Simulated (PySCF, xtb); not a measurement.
C5F7, SMILES F[C]1C(F)(F)C(F)=C(F)C1(F)F, multiplicity 2. The values are those of a single conformer.

Harmonic wavenumbers (cm⁻¹) from GFN2-xTB run with xtb at its own minimum, in rising order: 36, 46, 85, 172, 215, 234, 237, 260, 306, 334, 343, 395, 459, 489, 535, 563, 596, 627, 750, 910, 952, 953, 985, 1067, 1088, 1204, 1254, 1275, 1379, 1737.

Q: What does PBE0-D3(BJ)/def2-SVP (PySCF 2.14.0) give at its own minimum? (The exact figures need the calculation; the answer reports its results.)

A: 58, 97, 123, 173, 232, 245, 247, 272, 321, 378, 388, 435, 503, 560, 605, 650, 687, 691, 860, 1009, 1066, 1151, 1169, 1185, 1206, 1371, 1424, 1464, 1505, 1851. Paired by order, the mean absolute difference is 81 cm⁻¹ and the zero-point energies are 27.9 and 31.3 kcal/mol.
